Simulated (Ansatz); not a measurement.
Reaction (redistribution): `CB(O)OCF` + `N[SiH]([SiH3])O[SiH3]` → `OB([SiH3])OCF` + `CO[SiH](N)[SiH3]`

Gas-phase electronic energies from Ansatz, PBE0-D4/def2-TZVP geometries. CCSD(T)/CBS is the MP2 limit (def2-TZVPP, def2-QZVPP) plus CCSD(T) − MP2 in def2-TZVPP, frozen cores. Functionals use def2-TZVPP. One conformer a species, not always the lowest.

```tsv
level	ΔE (kJ/mol)
PBE-D4	212.6
PBE0	224.6
HF/def2-TZVPP	254.9
MP2/CBS(def2)	252.1
```

Question: What does CCSD(T)/CBS give? (An estimate is asked.)

Answer: The calculation gave: +239.1 kJ/mol. The listed levels differ from it by -26.5, -14.5, 15.8, 13.0 kJ/mol.

Largest T1 diagnostic among the species: 0.013.

From PBE to PBE0 (25 % exact exchange), in def2-TZVPP and without D4, ΔE moves by +12.9 kJ/mol. In def2-TZVPP, CCSD(T) changes the Hartree–Fock value by −19.1 kJ/mol (the triples alone add −4.3 kJ/mol) and MP2 by −6.2 kJ/mol.
